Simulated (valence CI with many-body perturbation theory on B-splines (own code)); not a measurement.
**E1 transitions of Nb II**

Calculated by valence CI with perturbative core correlation (CI+MBPT): four valence electrons over a frozen Dirac-Fock core [Kr], radial functions for each j: 7 s, 7 p, 8 d, 6 f, 4 g, 1 h, with the one-electron correlation potential Σ1, the two-electron term Σ2, the three-electron term Σ3, Breit, model QED; selected CI, second order for the rest, scaled by the run's own slope (own B-spline code, finite nucleus).

Against 31 measured levels this calculation errs by 479 cm⁻¹ on average and by 826 at most. These come from a selection out of the NIST Handbook of Basic Atomic Spectroscopic Data. Levels without a partner in it may be off by more, other configurations by 1,000 to 4,000 cm⁻¹. Among the levels kept, up to 550 cm⁻¹ of a level comes from second order outside the variational space, and about a tenth of that is noise between levels of different J, which matters for small intervals. 2 measured levels below the end of the list, from 14626 cm⁻¹ on, found no clear computed partner, and computed levels of the same name lie up to 394 cm⁻¹ from them.

Lines 151 to 200 of 591 in falling wavelength, among levels below 7.096 eV, chosen from the strongest by gf and those to the six lowest levels. Wavelengths and rates use the calculated energies, so an error of 500 cm⁻¹ moves a line at 329.6 nm by 1.6 % and its rate by three times that or more. Electric multipoles are in the length gauge, E1 and E2 with the static RPA response of the core. Weak lines are less certain than strong ones. Lines between different terms over intervals too small for the method are left out, as are lines whose strength nearly cancels. Where a level lies close to another of its J and parity, the split of strength between their lines is uncertain. The highest levels of a list are the least certain.

Names give the largest LS component (configuration and term), which can be under half, so a name can repeat, a term be missing and a line seem to break the LS rules; names also repeat where a configuration has a term twice. Letters in brackets count levels of one name in rising energy.

```
λ vac (nm)  λ from measured levels             Upper            Lower   A (s⁻¹)  log gf  Branch %
     330.7                          4d3.5p 3P°_2 [a]      4d3.5s 5P_2  1.82e+07   -0.83      17.3
     330.3                          4d3.5p 3G°_4 [a]         4d4 3F_4  1.23e+07   -0.74       6.3
     329.6                   323.7      4d3.5p 5G°_3      4d3.5s 5F_3  4.33e+07   -0.31      25.0
     329.1                          4d3.5p 1D°_2 [a]     4d4 1D_2 [a]  2.21e+07   -0.75      18.4
     328.7                          4d3.5p 3D°_3 [b]  4d3.5s 3P_2 [a]  9.18e+06   -0.98       5.2
     328.6                          4d3.5p 3G°_3 [a]     4d4 3P_2 [a]  3.36e+07   -0.42      17.5
     328.5                          4d3.5p 3H°_5 [b]      4d3.5s 3H_6  1.25e+07   -0.65       3.4
     328.4                   322.6      4d3.5p 5G°_2      4d3.5s 5F_1  1.26e+08    0.01      75.0
     327.6                   321.7      4d3.5p 5G°_4      4d3.5s 5F_4  3.82e+07   -0.26      21.3
     327.5                          4d3.5p 3G°_3 [a]     4d4 3F_2 [a]  7.13e+07   -0.10      37.3
     327.4                          4d3.5p 3H°_5 [b]      4d3.5s 3H_5  7.28e+07    0.11      19.8
     326.9                          4d3.5p 1G°_4 [b]      4d3.5s 3H_4  1.46e+07   -0.68       8.0
     326.4                              4d3.5p 3I°_6      4d3.5s 3H_6  1.88e+07   -0.41       9.5
     326.2                          4d3.5p 3H°_4 [b]      4d3.5s 3G_4  3.81e+07   -0.26      12.2
     325.7                          4d3.5p 3P°_1 [a]      4d3.5s 5P_2  2.56e+07   -0.91      20.8
     325.7                          4d3.5p 3H°_6 [b]      4d3.5s 3H_6  5.61e+07    0.06      16.2
     325.5                          4d3.5p 3G°_4 [a]     4d4 3F_3 [a]  9.32e+07    0.12      47.9
     325.4                   319.6      4d3.5p 5G°_3      4d3.5s 5F_2  1.26e+08    0.15      73.0
     325.3                              4d3.5p 3I°_6      4d3.5s 3H_5  1.37e+08    0.45      69.7
     325.2                   319.2      4d3.5p 5G°_5      4d3.5s 5F_5  2.54e+07   -0.35      13.7
     324.7                          4d3.5p 3F°_4 [b]     4d4 1G_4 [a]  2.37e+07   -0.47       8.2
     324.6                          4d3.5p 3H°_6 [b]      4d3.5s 3H_5  1.46e+07   -0.52       4.2
     323.7                          4d3.5p 3P°_1 [a]      4d3.5s 5P_1  3.41e+07   -0.79      27.7
     323.5                          4d3.5p 3G°_5 [b]     4d4 1G_4 [a]  1.01e+07   -0.76       3.9
     323.1                          4d3.5p 3F°_3 [b]  4d3.5s 3P_2 [a]  1.01e+07   -0.96       4.4
     322.9                          4d3.5p 3H°_4 [b]      4d3.5s 3G_3  1.80e+07   -0.60       5.8
     322.3                          4d3.5p 3S°_1 [a]      4d3.5s 3P_1  3.62e+07   -0.77      12.8
     322.3                          4d3.5p 1G°_4 [c]      4d3.5s 3H_4  2.33e+07   -0.49       8.4
     322.2                   316.4      4d3.5p 5G°_4      4d3.5s 5F_3  1.39e+08    0.29      77.4
     322.1                          4d3.5p 3G°_5 [a]         4d4 3F_4  8.60e+07    0.17      43.1
     321.5                          4d3.5p 1H°_5 [b]      4d3.5s 1H_5  1.03e+08    0.25      20.8
     321.2                              4d3.5p 3I°_5     4d4 1G_4 [b]  1.58e+07   -0.57       9.4
     321.1                          4d3.5p 1F°_3 [a]  4d3.5s 3F_2 [a]  3.66e+07   -0.40      16.6
     320.2                          4d3.5p 3P°_1 [b]         4d4 3D_2  2.70e+07   -0.90       8.0
     319.6                          4d3.5p 3P°_2 [c]  4d3.5s 3P_2 [a]  1.86e+07   -0.85       4.8
     319.0                          4d3.5p 5D°_0 [b]      4d3.5s 5P_1  9.47e+07   -0.84      76.0
     318.9                   313.2      4d3.5p 5G°_5      4d3.5s 5F_4  1.59e+08    0.43      85.7
     318.8                              4d3.5p 3I°_7      4d3.5s 3H_6  1.81e+08    0.62      98.7
     318.8                          4d3.5p 3F°_4 [c]  4d3.5s 3D_3 [a]  1.76e+07   -0.62       3.9
     318.6                          4d3.5p 3F°_2 [b]         4d4 3D_2  1.42e+07   -0.97       8.9
     318.4                          4d3.5p 3F°_3 [d]  4d3.5s 3D_2 [a]  1.26e+07   -0.87       2.8
     318.1                              4d3.5p 3I°_5      4d3.5s 3G_4  1.66e+07   -0.56       9.8
     316.6                          4d3.5p 1F°_3 [a]     4d4 1D_2 [a]  2.28e+07   -0.62      10.4
     316.6                          4d3.5p 3D°_3 [b]         4d4 3D_2  1.46e+07   -0.81       8.2
     316.1                          4d3.5p 3P°_2 [b]      4d3.5s 5P_3  1.78e+07   -0.87      13.5
     316.0                          4d3.5p 3F°_2 [b]         4d4 3D_1  2.22e+07   -0.78      14.0
     315.4                          4d3.5p 3D°_1 [a]      4d3.5s 5F_2  2.35e+07   -0.98      14.5
     315.3                   309.5      4d3.5p 5G°_6      4d3.5s 5F_5  1.95e+08    0.58     100.0
     315.2                          4d3.5p 3G°_4 [b]  4d3.5s 3F_3 [a]  5.64e+07   -0.12      22.9
     315.2                          4d3.5p 3H°_5 [b]      4d3.5s 3G_4  3.41e+07   -0.25       9.3
```
